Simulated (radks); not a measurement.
Species: the iridium ion Ir51+. Configuration: [Ar] 3d8 (the NIST ground configuration).

Calculated with a radial shooting solver on a logarithmic mesh with Libxc functionals: scalar-relativistic Kohn-Sham, SCAN, spin-polarised, spherical densities, finite nucleus; open shells are filled with parallel spins first (spin-orbit coupling, left out, can overturn this in heavy ions); meta-GGA in the generalised Kohn-Sham scheme; Fermi nuclear charge, rms radius 5.4032 fm.

Energy parts (eV):
part                      energy
total                 -427780.80
kinetic                480867.29
electron-nucleus      -972474.15
Hartree                 70273.82
exchange-correlation    -6447.76

Orbitals (lengths in bohr, moments of r in powers of bohr; <r^-3> diverges for s and p1/2; r(90%) holds 90 % of the orbital's charge):
orbital,occ.,eigenvalue (eV),<r^-3>,<r^4>,r(90%),<r^2>
1s up,1,-79180.95,-,4.812e-07,0.0318,0.0004195
1s down,1,-79180.53,-,4.812e-07,0.0318,0.0004195
2s up,1,-16281.18,-,0.00007003,0.114,0.006369
2s down,1,-16271.93,-,0.00006993,0.114,0.006365
2p up,3,-14534.27,23210,0.00005583,0.107,0.005316
2p down,3,-14526.19,23230,0.00005572,0.107,0.005311
3s up,1,-5846.285,-,0.002241,0.270,0.03892
3s down,1,-5832.475,-,0.002251,0.270,0.03900
3p up,3,-5327.456,5677,0.002348,0.274,0.03915
3p down,3,-5313.733,5658,0.002360,0.274,0.03924
3d up,5,-4796.337,723.5,0.001688,0.253,0.03161
3d down,3,-4780.196,722.3,0.001700,0.254,0.03170

The highest occupied level is 3d down at -4780.2 eV. The density falls to 0.001 e/bohr^3 at r = 0.61 bohr. For comparison, the ionisation energy in NIST's Atomic Spectra Database is 4806 eV (theoretical). In exact Kohn-Sham theory the highest level is minus the ionisation energy, but local and semilocal functionals leave it too shallow, through self-interaction and a potential that decays too fast; potentials with the right tail come closer. Summed over all electrons, <r^2> = 0.6117 bohr^2, which gives a Langevin (diamagnetic) susceptibility term of -0.484 x 10^-6 cm^3/mol. Spin moment in Bohr magnetons: 2. The spin density at the nucleus is -16.07 e/bohr^3 (1s -11.21, 2s -94.48, 3s 89.62). The electron density at the nucleus is 1.937e+06 e/bohr^3 (large components only).
